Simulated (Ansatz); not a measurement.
`FB[O][GeH3]` → `OBF` + `[GeH2]` at 500 K and 1 bar (germylene loss).

Calculated with Ansatz (gas phase, PBE0-D4/def2-TZVP geometries, no zero-point term in ΔE). CCSD(T)/CBS is the MP2 limit (def2-TZVPP, def2-QZVPP) plus CCSD(T) − MP2 in def2-TZVPP, frozen cores. This one scheme is used for every species. For Ge outer-core shells are correlated without core-valence functions, which leaves a few kJ/mol of doubt a bond. Scalar relativity is left out up to krypton. One conformer a species, not always the lowest.

| species | CCSD(T)/CBS energy (Eh) | H − E (kJ/mol) | S (J/(mol·K)) |
| --- | --- | --- | --- |
| `FB[O][GeH3]` | -2278.39547 | 153.5 | 381.4 |
| `OBF` | -201.07426 | 102.6 | 282.2 |
| `[GeH2]` | -2077.24753 | 46.3 | 239.7 |

H − E and S are ideal-gas, rigid-rotor, harmonic terms from PBE0-D4/def2-TZVP, for one conformer and one mirror image of each species. 1 Eh = 2625.50 kJ/mol, R = 8.31446 J/(mol·K).

By hand: ΔE, ΔH, ΔS and ΔG.

ΔE = (-201.07426) + (-2077.24753) − (-2278.39547) = 0.07368 Eh = 193.4 kJ/mol. Δ(H − E) = 102.6 + 46.3 − 153.5 = -4.6, so ΔH = 188.8 kJ/mol. ΔS = 282.2 + 239.7 − 381.4 = 140.5 J/(mol·K). ΔG = 188.8 − 500 × (140.5)/1000 = 118.6 kJ/mol.

By hand: the equilibrium constant, and the temperature at which ΔG would vanish if ΔH and ΔS stayed fixed.

log₁₀ K = −ΔG/(RT ln 10) = -12.4. ΔG = 0 at ΔH/ΔS = 1344 K.

The number of gas molecules changes by +1, which sets the sign of ΔS. A doubt of 5 kJ/mol in ΔE shifts log₁₀ K by 0.5 here. Other conformers and mirror images would add mixing entropy, several J/(mol·K) or more a flexible species. These are equilibria of isolated gas molecules and say nothing of rates. Largest T1 diagnostic: 0.013 (customary marks: 0.02 for closed shells, 0.045 for open ones).
